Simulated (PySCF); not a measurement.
# O²⁺ (oxygen, charge +2) across methods

[He] 2s1 2p2 3s1, high-spin 5P determinant (an excited configuration). Computed with PySCF 2.14 in aug-cc-pVDZ, with the non-relativistic Hamiltonian (point nucleus).

```json
{"method": "PBE", "E (hartree)": "-71.6355", "mean ε 2s α (eV)": "-71.757", "mean ε 2p α (eV)": "-57.332", "mean ε 3s α (eV)": "-18.688", "Σ⟨r²⟩ (bohr²)": "14.31", "⟨S²⟩": "6.000"}
{"method": "BP86", "E (hartree)": "-71.6956", "mean ε 2s α (eV)": "-71.826", "mean ε 2p α (eV)": "-57.363", "mean ε 3s α (eV)": "-18.791", "Σ⟨r²⟩ (bohr²)": "14.34", "⟨S²⟩": "6.000"}
{"method": "PBE0", "E (hartree)": "-71.6524", "mean ε 2s α (eV)": "-75.444", "mean ε 2p α (eV)": "-60.373", "mean ε 3s α (eV)": "-19.400", "Σ⟨r²⟩ (bohr²)": "14.37", "⟨S²⟩": "6.000"}
{"method": "wB97M-V", "E (hartree)": "-71.7115", "mean ε 2s α (eV)": "-77.349", "mean ε 2p α (eV)": "-62.421", "mean ε 3s α (eV)": "-21.064", "Σ⟨r²⟩ (bohr²)": "14.29", "⟨S²⟩": "6.000"}
{"method": "PW91", "E (hartree)": "-71.6788", "mean ε 2s α (eV)": "-71.846", "mean ε 2p α (eV)": "-57.476", "mean ε 3s α (eV)": "-18.724", "Σ⟨r²⟩ (bohr²)": "14.30", "⟨S²⟩": "6.000"}
{"method": "UHF", "E (hartree)": "-71.60726", "mean ε 2s α (eV)": "-86.029", "mean ε 2p α (eV)": "-69.056", "mean ε 3s α (eV)": "-21.204", "Σ⟨r²⟩ (bohr²)": "14.50", "⟨S²⟩": "6.000"}
{"method": "LDA", "E (hartree)": "-71.1394", "mean ε 2s α (eV)": "-71.336", "mean ε 2p α (eV)": "-57.083", "mean ε 3s α (eV)": "-18.743", "Σ⟨r²⟩ (bohr²)": "14.30", "⟨S²⟩": "6.000"}
{"method": "r2SCAN", "E (hartree)": "-71.7005", "mean ε 2s α (eV)": "-73.326", "mean ε 2p α (eV)": "-58.503", "mean ε 3s α (eV)": "-18.729", "Σ⟨r²⟩ (bohr²)": "14.47", "⟨S²⟩": "6.000"}
{"method": "M06-2X", "E (hartree)": "-71.6724", "mean ε 2s α (eV)": "-78.177", "mean ε 2p α (eV)": "-62.678", "mean ε 3s α (eV)": "-20.300", "Σ⟨r²⟩ (bohr²)": "14.40", "⟨S²⟩": "6.000"}
```

The outer electron is Rydberg-like, and this basis confines it to a smaller radius and binds it less than a complete one would.
